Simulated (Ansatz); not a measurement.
Wavefunction ladder for C₂H₇BO, SMILES `CCBO`

```xyz
11

C    -1.397    0.375    0.009
C     0.093    0.398    0.343
B     0.978   -0.497   -0.594
O     2.027   -1.233   -0.153
H    -1.824   -0.619    0.162
H    -1.964    1.074    0.628
H    -1.568    0.642   -1.037
H     0.252    0.160    1.403
H     0.468    1.426    0.217
H     0.777   -0.555   -1.777
H     2.158   -1.172    0.798
```

The species carries charge 0 and has multiplicity 1. Geometry: relaxed with PBE0-D4/def2-TZVP. It is one conformer, not always the lowest. Frozen core, restricted reference, the Gaussian-basis code of Ansatz. CBS rows extrapolate triple and quadruple zeta; past MP2 they add the triple-zeta difference.

```tsv
basis	HF (Eh)	MP2 corr.
def2-SVP	-179.27840	-0.56277
def2-TZVPP	-179.48459	-0.69724
def2-QZVPP	-179.49341	-0.74539
```

Question: Estimate the CCSD correlation energy and the (T) correction in each basis where they were run (hartree).

Answer: 
```json
{"basis": "def2-SVP", "CCSD corr.": "-0.60930", "(T)": "-0.01588"}
{"basis": "def2-TZVPP", "CCSD corr.": "-0.73518", "(T)": "-0.02672"}
{"basis": "CBS(def2)", "CCSD corr.": "-0.81900", "(T)": "as TZ"}
```
